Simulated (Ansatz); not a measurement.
Geometry optimisation of the cluster Al₄P₃⁺.

```yaml
crystal:
  periodic: [false, false, false]
  atoms:
    - {symbol: Al, position_ang: [-1.682040, -0.658000, -1.017950]}
    - {symbol: Al, position_ang: [1.564940, 1.161800, -0.711360]}
    - {symbol: Al, position_ang: [0.249550, -0.953370, 2.943710]}
    - {symbol: Al, position_ang: [0.581990, -0.679500, -2.141800]}
    - {symbol: P, position_ang: [-0.895280, 1.707320, -0.632200]}
    - {symbol: P, position_ang: [-0.438000, 0.597460, 1.102430]}
    - {symbol: P, position_ang: [0.618850, -1.175720, 0.457180]}
basis:
  gaussian: {orbitals: def2-SVP}
total_charge: 1
hamiltonian: {xc: pbe, dispersion: d4}
scf: {lower_state_search: "off"}
output: {orbitals: {seedname: orbitals}}
relax: {f_tol: 0.02, max_steps: 100}
```

```sh
$ ansatz run in.yaml --threads 4 --pin off --events-out ev --progress --plain --max-ram 4787MiB
```

It prints (some lines left out):

```
Functional definition: PBE
  name "PBE"
  cite "Perdew, Burke & Ernzerhof, Phys. Rev. Lett. 77, 3865 (1996) doi:10.1103/PhysRevLett.77.3865"
  parent pbe
  parameter kappa = 0.804
  parameter beta = 0.06672455060314922
  exchange = pbe_x(kappa = kappa, mu = beta*pi^2/3)
  correlation = pbe_c(beta = beta)
these checks for a lower state are left out or cut short: stability, starts, cluster_reference, orbital_swaps, neighbouring_geometries, increment
mean field -54204.21142989 eV, -1991.9680291145 hartree, gradient 3.4e-6 eV, S^2 0.000000; 0 other end points of the search recorded, 0 dependent functions left out
the calculation of the forces begins
relax step   1: F+E_penalty+E_count = -54204.76567352 eV  Δ(F+E_penalty+E_count) = +0.000e0 eV  max|allowed force component| = 1.057e0 eV/Å  Δτ_max = 0.0000 Å  (21 SCF iters, accepted)
these checks for a lower state are left out or cut short: stability, starts, cluster_reference, orbital_swaps, neighbouring_geometries, increment
mean field -54204.41062942 eV, -1991.9753495620 hartree, gradient 2.4e-6 eV, S^2 0.000000; 0 other end points of the search recorded, 0 dependent functions left out
the calculation of the forces begins
relax step   2: F+E_penalty+E_count = -54204.96007541 eV  Δ(F+E_penalty+E_count) = -1.944e-1 eV  max|allowed force component| = 4.718e-1 eV/Å  Δτ_max = 0.1119 Å  (22 SCF iters, accepted)
these checks for a lower state are left out or cut short: stability, starts, cluster_reference, orbital_swaps, neighbouring_geometries, increment
mean field -54204.53912427 eV, -1991.9800716606 hartree, gradient 2.9e-6 eV, S^2 0.000000; 0 other end points of the search recorded, 0 dependent functions left out
the calculation of the forces begins
relax step   3: F+E_penalty+E_count = -54205.09100272 eV  Δ(F+E_penalty+E_count) = -1.309e-1 eV  max|allowed force component| = 2.497e-1 eV/Å  Δτ_max = 0.1951 Å  (29 SCF iters, accepted)
these checks for a lower state are left out or cut short: stability, starts, cluster_reference, orbital_swaps, neighbouring_geometries, increment
mean field -54204.50275211 eV, -1991.9787350083 hartree, gradient 2.4e-6 eV, S^2 0.000000; 0 other end points of the search recorded, 0 dependent functions left out
the calculation of the forces begins
relax step   4: F+E_penalty+E_count = -54205.05787498 eV  Δ(F+E_penalty+E_count) = +3.313e-2 eV  max|allowed force component| = 4.646e-1 eV/Å  Δτ_max = 0.2000 Å  (29 SCF iters, rejected (line search))
these checks for a lower state are left out or cut short: stability, starts, cluster_reference, orbital_swaps, neighbouring_geometries, increment
mean field -54204.56573429 eV, -1991.9810495610 hartree, gradient 1.8e-6 eV, S^2 0.000000; 0 other end points of the search recorded, 0 dependent functions left out
the calculation of the forces begins
relax step   5: F+E_penalty+E_count = -54205.11880448 eV  Δ(F+E_penalty+E_count) = -2.780e-2 eV  max|allowed force component| = 1.468e-1 eV/Å  Δτ_max = 0.0975 Å  (22 SCF iters, accepted)
these checks for a lower state are left out or cut short: stability, starts, cluster_reference, orbital_swaps, neighbouring_geometries, increment
mean field -54204.57525919 eV, -1991.9813995946 hartree, gradient 2.1e-6 eV, S^2 0.000000; 0 other end points of the search recorded, 0 dependent functions left out
the calculation of the forces begins
relax step   6: F+E_penalty+E_count = -54205.12959413 eV  Δ(F+E_penalty+E_count) = -1.079e-2 eV  max|allowed force component| = 1.278e-1 eV/Å  Δτ_max = 0.1000 Å  (22 SCF iters, accepted)
these checks for a lower state are left out or cut short: stability, starts, cluster_reference, orbital_swaps, neighbouring_geometries, increment
mean field -54204.57805709 eV, -1991.9815024154 hartree, gradient 1.8e-6 eV, S^2 0.000000; 0 other end points of the search recorded, 0 dependent functions left out
the calculation of the forces begins
relax step   7: F+E_penalty+E_count = -54205.13148193 eV  Δ(F+E_penalty+E_count) = -1.888e-3 eV  max|allowed force component| = 1.073e-1 eV/Å  Δτ_max = 0.1014 Å  (21 SCF iters, accepted)
these checks for a lower state are left out or cut short: stability, starts, cluster_reference, orbital_swaps, neighbouring_geometries, increment
mean field -54204.58052409 eV, -1991.9815930759 hartree, gradient 2.8e-6 eV, S^2 0.000000; 0 other end points of the search recorded, 0 dependent functions left out
the calculation of the forces begins
relax step   8: F+E_penalty+E_count = -54205.13424432 eV  Δ(F+E_penalty+E_count) = -2.762e-3 eV  max|allowed force component| = 5.555e-2 eV/Å  Δτ_max = 0.0460 Å  (23 SCF iters, accepted)
these checks for a lower state are left out or cut short: stability, starts, cluster_reference, orbital_swaps, neighbouring_geometries, increment
mean field -54204.58123429 eV, -1991.9816191753 hartree, gradient 2.5e-6 eV, S^2 0.000000; 0 other end points of the search recorded, 0 dependent functions left out
the calculation of the forces begins
relax step   9: F+E_penalty+E_count = -54205.13473176 eV  Δ(F+E_penalty+E_count) = -4.874e-4 eV  max|allowed force component| = 2.912e-2 eV/Å  Δτ_max = 0.0133 Å  (25 SCF iters, accepted)
these checks for a lower state are left out or cut short: stability, starts, cluster_reference, orbital_swaps, neighbouring_geometries, increment
mean field -54204.58122196 eV, -1991.9816187222 hartree, gradient 2.5e-6 eV, S^2 0.000000; 0 other end points of the search recorded, 0 dependent functions left out
the calculation of the forces begins
relax step  10: F+E_penalty+E_count = -54205.13481642 eV  Δ(F+E_penalty+E_count) = -8.466e-5 eV  max|allowed force component| = 5.531e-3 eV/Å  Δτ_max = 0.0039 Å  (16 SCF iters, accepted)
Total energy: -54205.13485889 eV, -1992.0019645042 hartree
Atom 0 at    -1.549505    -0.760975    -0.771014 Å, force     0.000813     0.001482    -0.002225 eV/Å
Atom 1 at     1.548151     0.971934    -0.473450 Å, force    -0.000986    -0.000796    -0.002091 eV/Å
Atom 2 at     0.250326    -0.963015     3.071938 Å, force    -0.001171     0.000946    -0.000511 eV/Å
Atom 3 at     0.491892    -0.450925    -2.521742 Å, force    -0.000528     0.001359     0.001509 eV/Å
Atom 4 at    -0.821377     1.621378    -0.872656 Å, force    -0.002603     0.002257    -0.004469 eV/Å
Atom 5 at    -0.514524     0.720762     1.117298 Å, force     0.001702    -0.001114     0.005531 eV/Å
Atom 6 at     0.595046    -1.139170     0.449635 Å, force     0.002773    -0.004134     0.002257 eV/Å
Dipole moment:     0.238020    -0.457410     0.213608 e Å
Checks for a lower state left out: stability, starts, cluster_reference, orbital_swaps, neighbouring_geometries, increment
```

Hardware: 4 threads of Arm Neoverse V2 on a shared host. Wall time 14 s.

The restricted singlet is unstable towards broken spin symmetry in Hartree–Fock (as tested in another run); at PBE-D4/def2-SVP this wasn't settled. Another isomer (singlet) lies 0.58 eV lower at PBE0-D4/def2-TZVP; other spin states weren't run for this one.
